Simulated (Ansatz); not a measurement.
Mulliken charges of `CO[Si](N)F` radical from ωB97M-V/def2-TZVPP in Ansatz (PBE0-D4/def2-TZVP geometry).

```csv
atom,x (Å),y (Å),z (Å),charge (e)
C1,-0.907,-1.309,-0.194,-0.183
O2,0.459,-1.120,0.135,-0.349
Si3,1.108,0.267,0.683,0.563
N4,0.771,1.549,-0.408,-0.326
F5,0.416,0.738,2.053,-0.310
H6,-0.981,-2.180,-0.847,0.123
H7,-1.316,-0.437,-0.713,0.114
H8,-1.495,-1.494,0.709,0.125
H9,1.122,1.488,-1.352,0.118
H10,0.824,2.497,-0.065,0.125
```

**Question.** By hand: the dipole of these point charges (1 e Å = 4.8032 D).

**Answer.** Σ q r = (0.027, 0.030, -0.395) e Å, of length 0.397 e Å = 1.91 D.

**Question.** How does the dipole of the full density compare? (Estimate.)

**Answer.** Computed: (-0.061, 0.208, -0.416) e Å, 2.25 D; the point charges give 0.85 times that, at 25° from its direction.

Point charges leave out the atoms' own dipoles, such as those of lone pairs, and Mulliken's split depends on the basis, so the two needn't agree.
